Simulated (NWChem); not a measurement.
Species: C₃H₂Cl₂; SMILES ClC=C=CCl

```xyz
7

Cl     2.4940    -0.0978     0.3892
C      1.2129     0.4871    -0.6177
C      0.0000     0.0000    -0.6035
C     -1.2129    -0.4871    -0.6177
Cl    -2.4940     0.0978     0.3892
H      1.5124     1.3098    -1.2746
H     -1.5124    -1.3098    -1.2746
```
Atoms are numbered in this order, from 1.

Program: NWChem. Pople sets run with spherical d functions. STO-3G and 3-21G are far too small for this property and stand as cheap habits. Coordinates come from a PBE0/def2-SVP optimisation. Field at 589 nm.

```csv
level,isotropic polarisability (bohr³),anisotropy (bohr³)
B3LYP/STO-3G,31.2,53.2
B3LYP/6-31G*,___,71.3
B3LYP/def2-SVP,56.3,67.1
B3LYP/def2-SVPD,75.8,71.5
B3LYP/aug-cc-pVDZ,75.8,71.9
```

### Question
What belongs in the gaps?

### Answer

- B3LYP/6-31G*, isotropic polarisability (bohr³): 56.9
